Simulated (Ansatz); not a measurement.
W(NH)2(NH2)2 (WN₄H₆). The state is a singlet with charge 0. Geometry r2SCAN-D4/def2-SVP, basis def2-TZVP, Ansatz.

```xyz
11

N    -1.431   -1.119   -0.510
N     1.235   -1.099    0.909
N    -0.680    1.185    1.261
N     0.833    0.542   -1.572
W    -0.018   -0.204    0.037
H    -2.024   -1.934   -0.642
H     1.685   -1.906    1.333
H    -0.151    1.561    2.044
H    -1.629    1.549    1.257
H     0.351    0.708   -2.452
H     1.829    0.719   -1.665
```

```tsv
run	HOMO (eV)	LUMO (eV)
A	-5.64	-0.99
B	-5.68	-0.90
C	-9.32	1.96
D	-5.36	-1.12
E	-6.65	-0.28
```

In the def2 sets W takes a core potential; there is no spin–orbit coupling. LC-ωPBE has ω = 0.4 bohr⁻¹. Another isomer (singlet) lies 0.06 eV lower at PBE0-D4/def2-TZVP; other spin states weren't run for this one.

Problem. The runs used B97M-V, LC-ωPBE, PBE, PBE0, r2SCAN. Estimate which is which.

Solution. A r2SCAN (0 % exact exchange); B B97M-V (0 % exact exchange); C LC-ωPBE (range-separated); D PBE (0 % exact exchange); E PBE0 (25 % exact exchange). Exact exchange lowers occupied and raises empty levels; among semilocal functionals meta-GGAs tend to open the gap a little, and such runs are hard to tell apart. The gap grows from 4.24 eV (PBE) to 11.29 eV (LC-ωPBE).
